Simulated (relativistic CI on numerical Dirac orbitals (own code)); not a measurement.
# Sc¹⁵⁺: sensitivity of the levels to the model

Base calculation: Dirac-Coulomb-Breit CI, orbitals from a KLI potential per configuration, model QED (radiative potential, 1s self-energy scaled to tabulated hydrogen-like ionisation energies), unscaled Slater integrals.

Configurations in the expansion (outside the closed core 1s2): 2s2 2p2, 2s 2p3, 2p4, 2p3 3s, 2p3 3p, 2p3 3d, 2s2 2p 3s, 2s2 2p 3p, 2s2 2p 3d, 2s 2p2 3s, 2s 2p2 3p, 2s 2p2 3d, 2s2 2p 4s, 2s2 2p 4p, 2s2 2p 4d, 2s2 2p 4f. Levels of other configurations are missing.

Variants: (1) configuration mixing switched off; (2) QED terms removed. Shifts of the energy above 2s2 2p2 3P_0, in cm⁻¹, for the lowest level and the first level of each name with at least 55 % of one term (blank where a level changes its place among those of its configuration and J or its character, or is not in the variant):

```tsv
Level	Base	Δ(1)	Δ(2)
2s2 2p2 3P_0	0	0	0
2s2 2p2 3P_1	22847	-807	-76
2s2 2p2 3P_2	45074	-422	-118
2s2 2p2 1D_2	125950	-532	-139
2s2 2p2 1S_0	219347	+33914	-55
2s 2p3 5S°_2	295685	-18696	+1505
2s 2p3 3D°_2	539123	-14875	+1532
2s 2p3 3D°_1	540300	-14794	+1531
2s 2p3 3D°_3	544401	-14742	+1500
2s 2p3 3P°_0	632127	-16659	+1502
2s 2p3 3P°_1	633797	-16508	+1491
2s 2p3 3P°_2	637861	-16418	+1470
2s 2p3 3S°_1	793223	-11419	+1551
2s 2p3 1D°_2	797518	-10890	+1506
```

At this charge energies of transitions that change n are usually good to better than 1 %, and those within a shell (Δn = 0) to a few per cent.

Ionisation energy from the two ground configurations alone: base 1009.98 eV. The NIST ASD value (semi-empirical) is 1008.6 eV.

LS names give the leading component of a level, which can be under half, so a name can repeat, a term be missing and a line seem to break the LS rules.
